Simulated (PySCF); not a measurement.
B3LYP has the VWN-RPA correlation part, as in Gaussian. Delta-SCF ions had no search for a lower state. Excitations are Tamm–Dancoff values on a coarser integration grid. The basis has no diffuse functions, so Rydberg states are missing or too high.

Cartesian coordinates (Å):
```xyz
6

C     -1.0293    -0.0312     0.4367
C      0.2024    -0.3142     0.0632
C      1.4218     0.0454    -0.1577
O      2.5490     0.1924    -0.4050
H     -1.3339     0.9687     0.7453
H     -1.8066    -0.7926     0.4537
```
Charge 0, multiplicity 1.

Q: Give the total energy, vertical ionisation energy (Delta-SCF), LUMO, S1–T1 gap (TDA), T1 excitation (TDA), brightest of the four lowest singlets (TDA), HOMO and S1 excitation (TDA) at the level B3LYP-D3(BJ)/def2-TZVP // PBE0-D4/def2-TZVP (PySCF).

A: 
```json
{
 "total_energy": "-190.7447 Ha",
 "vertical ionisation energy (Delta-SCF)": "9.21 eV",
 "LUMO": "-2.95 eV",
 "S1–T1 gap (TDA)": "0.38 eV",
 "T1 excitation (TDA)": "1.76 eV",
 "brightest of the four lowest singlets (TDA)": "6.97 eV",
 "HOMO": "-6.63 eV",
 "S1 excitation (TDA)": "2.14 eV"
}
```
